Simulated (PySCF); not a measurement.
Compound: GeH4.
Numbering: `[GeH4:1]` (hydrogens: H2, H3, H4, H5 on Ge1)

Theory: MP2 and CCSD/aug-cc-pVDZ in PySCF, restricted Hartree–Fock reference, frozen core, non-relativistic, gas phase, PBE0-D3(BJ)/def2-SVP geometry.

E(HF) = -2077.64393 Eh.

**Question.** How large is the problem?

**Answer.** 72 basis functions and 36 electrons; 9 orbitals frozen, which leaves o = 9 correlated occupied and v = 54 virtual orbitals. That is o·v = 486 singles and o·v(o·v + 1)/2 = 118341 distinct closed-shell doubles amplitudes before symmetry; the costliest CCSD step grows as o²v⁴ = 6.9 × 10^8.

**Question.** What are the MP2 and CCSD correlation energies?

**Answer.** MP2 -0.1420 Eh and CCSD -0.1722 Eh, which gives totals of -2077.78590 and -2077.81612 Eh. That is 0.260 eV for each correlated electron at CCSD (452 kJ/mol in all, 0.008 % of the total energy); MP2 gives 82.4 % of the CCSD value.

**Question.** What is the T1 diagnostic?

**Answer.** 0.0079, below the customary warning level of 0.02. It is the norm of the spatial-orbital singles amplitudes over the root of the number of correlated electrons, so the norm is 0.034.

Connected triples and the basis-set limit are missing.

The job also held the EOM ionisation and excitation roots. Hardware: one thread of an Arm Neoverse V1, shared host with 64 logical CPUs at a one-minute load of 33. Cost: 51 s, 0.43 GiB resident at most.
